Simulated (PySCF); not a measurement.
A structure optimised at PBE-D3(BJ)/def2-SVP, used in a PySCF frequency run:

```xyz
11

C      1.0046     0.6974     1.5728
Si     0.3327    -0.0464     0.0000
C      1.0046     0.6974    -1.5728
F      0.6747    -1.6524     0.0000
Cl    -1.7445     0.1197     0.0000
H      0.5653     0.1987     2.4594
H      0.7629     1.7777     1.6290
H      2.1070     0.5827     1.6171
H      0.5653     0.1987    -2.4594
H      0.7629     1.7777    -1.6290
H      2.1070     0.5827    -1.6171
```

Task: Write its SMILES, formula and point group.

Result: C[Si](C)(F)Cl, C₂H₆ClFSi, Cs

Task: What are its rotational constants (standard atomic weights)?

Result: 3.3141, 2.2474, 2.1336 GHz
